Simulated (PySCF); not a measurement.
The third ionisation energy along group 12

All values are computed (PySCF 2.14, energy differences of UHF-based or UKS calculations, no spin-orbit coupling). Values in eV. The last column holds reference values (NIST; (s) semi-empirical, (t) theoretical, else measured). Unmarked ones compare directly (S terms, centres of terms, or small fine structure); those marked * lie between the lowest fine-structure levels and include a spin-orbit shift.

```
                                                          element                  configurations     PBE    PBE0  r2SCAN  SCS-MP2 (valence and next inner shell)  CCSD (valence)  CCSD(T) (valence)         reference
                               Zn (def2-QZVPPD, non-relativistic)            [Ar] 3d10 → [Ar] 3d9  40.418  39.942  39.959                                  40.351          39.675             39.801          39.723 *
Cd (def2-QZVPPD with the def2 core potential (28 electrons), ECP)            [Kr] 4d10 → [Kr] 4d9  37.639  37.542  37.529                                  37.538          37.609             37.705  37.468 ± 0.006 *
Hg (def2-QZVPPD with the def2 core potential (60 electrons), ECP)  [Xe] 4f14 5d10 → [Xe] 4f14 5d9  35.336  35.224  35.205                                  35.119          35.136             35.223    34.49 ± 0.05 *
```

"Valence" correlates the outer s and p shells and, in groups 3 to 12 and the f block, the outer d or f shell, open or full, or the next shell where the ion has no valence electron left; the wider scheme adds the next inner shell.
